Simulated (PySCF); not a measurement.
## Radial density of Sn⁴²⁺ (tin, charge +42)

M06, [He] 2s2 2p4, high-spin 3P determinant. Calculation: PySCF 2.14, in an even-tempered Gaussian basis (17 s from 17 bohr⁻², ratio 2.2; 11 p from 22 bohr⁻², ratio 2.2; 6 d from 95 bohr⁻², ratio 2.4; 5 f from 140 bohr⁻², ratio 2.4; 4 g from 210 bohr⁻², ratio 2.4); the non-relativistic Hamiltonian (point nucleus).

```json
{"r (bohr)": "0.000566", "4πr²ρ (e/bohr)": "0.3306", "4πr²(ρα − ρβ)": "0.0001"}
{"r (bohr)": "0.000953", "4πr²ρ (e/bohr)": "0.9000", "4πr²(ρα − ρβ)": "0.0002"}
{"r (bohr)": "0.00160", "4πr²ρ (e/bohr)": "2.386", "4πr²(ρα − ρβ)": "0.0007"}
{"r (bohr)": "0.00270", "4πr²ρ (e/bohr)": "6.055", "4πr²(ρα − ρβ)": "0.0024"}
{"r (bohr)": "0.00453", "4πr²ρ (e/bohr)": "14.26", "4πr²(ρα − ρβ)": "0.0098"}
{"r (bohr)": "0.00763", "4πr²ρ (e/bohr)": "29.63", "4πr²(ρα − ρβ)": "0.0504"}
{"r (bohr)": "0.0128", "4πr²ρ (e/bohr)": "49.91", "4πr²(ρα − ρβ)": "0.2999"}
{"r (bohr)": "0.0216", "4πr²ρ (e/bohr)": "60.11", "4πr²(ρα − ρβ)": "1.5547"}
{"r (bohr)": "0.0363", "4πr²ρ (e/bohr)": "47.42", "4πr²(ρα − ρβ)": "6.0598"}
{"r (bohr)": "0.0610", "4πr²ρ (e/bohr)": "43.21", "4πr²(ρα − ρβ)": "14.8784"}
{"r (bohr)": "0.103", "4πr²ρ (e/bohr)": "51.57", "4πr²(ρα − ρβ)": "16.8403"}
{"r (bohr)": "0.173", "4πr²ρ (e/bohr)": "18.90", "4πr²(ρα − ρβ)": "5.1968"}
{"r (bohr)": "0.290", "4πr²ρ (e/bohr)": "0.7507", "4πr²(ρα − ρβ)": "0.1845"}
{"r (bohr)": "0.489", "4πr²ρ (e/bohr)": "0.0009522", "4πr²(ρα − ρβ)": "0.0002"}
```

A non-relativistic calculation at this Z misses sizeable relativistic shifts. Spin-orbit coupling is strong in this species (close to jj coupling), so the high-spin LS determinant is a model state, not a physical level.
